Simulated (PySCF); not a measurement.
# Lu (lutetium, neutral) across methods

[Xe] 4f14 5d3, high-spin 4F determinant (an excited configuration). Calculation: PySCF 2.14, in cc-pVDZ-X2C; the spin-free X2C one-electron Hamiltonian (Gaussian nucleus).

| method | E (hartree) | mean ε 4f α (eV) | mean ε 4f β (eV) | mean ε 5d α (eV) | Σ⟨r²⟩ (bohr²) | ⟨S²⟩ |
| --- | --- | --- | --- | --- | --- | --- |
| PBE | -14563.11 | -6.563 | -6.426 | -1.252 | 69.39 | 3.752 |
| LDA | -14553.48 | -6.833 | -6.686 | -1.308 | 69.14 | 3.751 |
| UHF | -14557.98892 | -19.430 | -19.394 | -3.491 | 68.65 | 3.756 |
| revPBE | -14563.51 | -6.520 | -6.389 | -1.241 | 69.45 | 3.752 |
| PBE0 | -14562.86 | -9.839 | -9.716 | -1.888 | 68.66 | 3.752 |
| r2SCAN | -14563.20 | -6.423 | -6.275 | -1.295 | 68.45 | 3.754 |
| TPSS | -14562.70 | -6.331 | -6.188 | -1.199 | 69.18 | 3.752 |
| M06-2X | -14564.46 | -13.937 | -13.780 | -2.678 | 68.02 | 3.752 |

Spin-orbit coupling, absent here, splits the open shell strongly.
